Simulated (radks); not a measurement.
The numbers below are computed, except where a source is named.
Charge is removed step by step from the 4p (averaged over the sub-levels emptied) level of Gd15+, starting from [Kr] 4d10 4f3. Code: a radial shooting solver on a logarithmic mesh with Libxc functionals. Model: Dirac Kohn-Sham, PBE, spin-unpolarised, spherical densities, finite nucleus; open shells are shared between the two j in proportion to 2j + 1; Fermi nuclear charge, rms radius 5.1569 fm.

| removed (e) | E - E(0) (eV) | eigenvalue (eV) | E minus straight line (eV) |
|---|---|---|---|
| 0 | 0.000 | -576.81 | 0.000 |
| 0.1 | 57.862 | -580.44 | -1.640 |
| 0.2 | 116.09 | -584.07 | -2.918 |
| 0.3 | 174.68 | -587.70 | -3.832 |
| 0.4 | 233.63 | -591.35 | -4.382 |
| 0.5 | 292.95 | -595.00 | -4.568 |
| 0.6 | 352.63 | -598.66 | -4.388 |
| 0.7 | 412.68 | -602.32 | -3.842 |
| 0.8 | 473.09 | -605.99 | -2.929 |
| 0.9 | 533.88 | -609.67 | -1.648 |
| 1 | 595.03 | -613.35 | 0.000 |

Removing the whole electron costs 595.03 eV by Delta-SCF, against 576.81 eV from minus the eigenvalue at the starting occupation. Slater's transition state (half an electron removed) gives 595.00 eV. Integrating minus the eigenvalue over the occupation (Janak's theorem) gives 595.03 eV. The mean slope of the eigenvalue, de/dn, is 36.5 eV per electron.
